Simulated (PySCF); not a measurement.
# PmF: one state, many levels of theory

State: septet, about 5.0 electrons in the 4f shell (Mulliken), real f orbitals that mix terms. Set-up: PySCF, spin-free X2C with a Gaussian nucleus, basis sets Pm x2c-SVPall, F x2c-SVPall. De refers to Pm (4f5 6s2) + F in their high-spin ground configurations, without counterpoise correction. The functionals are run spin-unrestricted. A positive dipole means Pm(−)F(+).

```
      Level  Re (Å)  ωe (cm⁻¹)  De (eV)  μ (D)
        UHF   2.115        504      n/a  -3.58
    UHF-MP2   2.054        535      n/a    n/a
UHF-SCS-MP2   2.069        527      n/a    n/a
        PBE   2.046        527     6.43  -2.80
       TPSS   2.048        526     6.36  -2.75
     r²SCAN   2.051        524     6.47  -3.06
      B3LYP   2.066        524     5.92  -3.28
       PBE0   2.053        530     5.99  -3.13
      HSE06   2.055        530     5.99  -3.18
```

What does the step from GGA to meta-GGA do here, going from PBE to r²SCAN?

r²SCAN less PBE: +0.5 pm in Re, -0.6 % in ωe, +0.04 eV in De. 

What does second-order correlation do here, going from UHF to UHF-MP2?

UHF-MP2 less UHF: -6.1 pm in Re, +6.2 % in ωe. Correlation nearly always deepens the well. The bond shortens, as in weak, metallic or heavy-atom bonds, where dispersion and the correlation of outer-core electrons pull the atoms together.

Correlated steps freeze 19 core orbitals. Spin–orbit coupling is left out, which matters for elements this heavy, above all for dissociation energies. Counting both spins, an empty level lies below a filled one in some of these solutions, because spin and occupation are held. With d or f electrons several states lie close, and the lowest PBE0 determinant need not be the measured ground state.

The whole job (state search and all levels along the bond) took about 21 min on 2 threads of Arm Neoverse N1 (shared host), peak memory 4.4 GiB.
